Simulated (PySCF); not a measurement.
Xe⁺ (xenon, charge +1) across methods

[Kr] 4d10 5s2 5p4 6s1, 6s spin antiparallel (an excited configuration). Calculation: PySCF 2.14, in x2c-TZVPPall with one added diffuse shell each of s, p, d, f type (9s7p5d3f, 76 functions); the spin-free X2C one-electron Hamiltonian (Gaussian nucleus).

```csv
method,E (hartree),mean ε 5p α (eV),mean ε 5p β (eV),mean ε 6s β (eV),Σ⟨r²⟩ (bohr²),⟨S²⟩
PBE0,-7445.19,-22.378,-20.824,-7.560,64.33,1.753
MN15,-7450.52,-23.159,-21.680,-7.831,63.96,1.754
B97-3,-7445.14,-22.397,-20.788,-7.414,64.30,1.753
r2SCAN,-7445.55,-21.412,-19.726,-7.221,64.32,1.755
LDA,-7438.85,-20.983,-19.636,-7.177,63.85,1.751
M06-2X,-7446.22,-23.827,-21.923,-8.320,64.21,1.755
PBE,-7445.11,-20.879,-19.490,-7.112,64.22,1.752
B3LYP,-7445.63,-21.962,-20.529,-7.453,64.15,1.752
```

Problem. Estimate the same row for UHF.

Solution. E (hartree) = -7442.61082; mean ε 5p α (eV) = -25.877; mean ε 5p β (eV) = -23.710; mean ε 6s β (eV) = -8.348; Σ⟨r²⟩ (bohr²) = 65.15; ⟨S²⟩ = 1.759.

The outer electron is Rydberg-like, and this basis confines it to a smaller radius and binds it less than a complete one would. With the s spin flipped the determinant is a mixture of two multiplicities, not a spectroscopic state.
